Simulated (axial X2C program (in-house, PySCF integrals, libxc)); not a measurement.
LiCs: cheaper levels and CCSD(T), 2c

All values were computed with an in-house relativistic program for diatomic molecules. Two-component (2c) means X2C with spin–orbit coupling and atomic mean-field two-electron Coulomb and Gaunt terms. Basis: Cs dyall-cv3z [15s15p9d4f1g], Li dyall-cv3z [7s8p2d] (cores contracted in-house); Gaussian nuclei, density fitting, unrestricted open shells. Masses: Cs 132.905 u, Li 7.016 u.

State: Ω = 0 (closed shell); fragments Cs + Li.

```
level  Re (Å)  ωe (cm⁻¹)  De (eV)
 PBE0   3.735      179.4    0.624
   HF   3.925      168.7      n/a
  MP2   3.705      186.2    0.469
 CCSD   3.723      185.3    0.681
PBE50   3.755      182.6    0.593
```

Correlated methods: 10 electrons correlated (number of frozen shells: Cs 4 s, 3 p, 2 d; Li 1 s), 270 virtual spin orbitals or spinors in MP2, 90 natural virtuals in coupled cluster.

CCSD(T), same Hamiltonian and basis:

Re = 3.702 Å, ωe = 185.5 cm⁻¹, De = 0.70 eV; T1 = 0.018 (Lee–Taylor normalisation).

**Question.** Give the differences from CCSD(T) in the columns below.

**Answer.** 

```
level  ΔRe (Å)  Δωe (cm⁻¹)  ΔDe (eV)
 PBE0    0.033        -6.1     -0.08
   HF    0.223       -16.8       n/a
  MP2    0.003         0.7     -0.23
 CCSD    0.021        -0.2     -0.02
PBE50    0.053        -2.9     -0.11
```

Occupations by symmetry block were frozen at the best pattern of an incomplete PBE0 search. The closed shell is kept restricted, so the energy runs too high when the bond is stretched far. Dissociation energies refer to the lowest single-determinant-based atoms at the same level and basis. CCSD and (T) use frozen natural virtuals with an MP2 correction for the truncation; (T) itself is uncorrected, so its De runs slightly low.
